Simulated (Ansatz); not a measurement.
`C[SiH2][GeH2][Cl]` → `[Cl][GeH3]` + `C[SiH]` at 298.15 K and 1 bar (silylene formation by 1,1-elimination).

Gas-phase electronic energies from Ansatz, PBE0-D4/def2-TZVP geometries. CCSD(T)/CBS is the MP2 limit (def2-TZVPP, def2-QZVPP) plus CCSD(T) − MP2 in def2-TZVPP, frozen cores. This one scheme is used for every species. For Ge outer-core shells are correlated without core-valence functions, which leaves a few kJ/mol of doubt a bond. Scalar relativity is left out up to krypton. One conformer a species, not always the lowest.

```tsv
species	CCSD(T)/CBS energy (Eh)	H − E (kJ/mol)	S (J/(mol·K))
`C[SiH2][GeH2][Cl]`	-2867.28393	209.8	374.6
`[Cl][GeH3]`	-2537.71925	76.4	263.9
`C[SiH]`	-329.46712	122.3	261.2
```

H − E and S are ideal-gas, rigid-rotor, harmonic terms from PBE0-D4/def2-TZVP, for one conformer and one mirror image of each species. 1 Eh = 2625.50 kJ/mol, R = 8.31446 J/(mol·K).

**Question.** By hand: ΔE, ΔH, ΔS and ΔG.

**Answer.** ΔE = (-2537.71925) + (-329.46712) − (-2867.28393) = 0.09756 Eh = 256.1 kJ/mol. Δ(H − E) = 76.4 + 122.3 − 209.8 = -11.1, so ΔH = 245.0 kJ/mol. ΔS = 263.9 + 261.2 − 374.6 = 150.5 J/(mol·K). ΔG = 245.0 − 298.15 × (150.5)/1000 = 200.1 kJ/mol.

**Question.** By hand: the equilibrium constant, and the temperature at which ΔG would vanish if ΔH and ΔS stayed fixed.

**Answer.** log₁₀ K = −ΔG/(RT ln 10) = -35.1. ΔG = 0 at ΔH/ΔS = 1628 K.

The number of gas molecules changes by +1, which sets the sign of ΔS. A doubt of 5 kJ/mol in ΔE shifts log₁₀ K by 0.9 here. Other conformers and mirror images would add mixing entropy, several J/(mol·K) or more a flexible species. Modes under 60 cm⁻¹, often nearly free rotors, make the harmonic entropy too high. These are equilibria of isolated gas molecules and say nothing of rates. Largest T1 diagnostic: 0.012 (customary marks: 0.02 for closed shells, 0.045 for open ones).
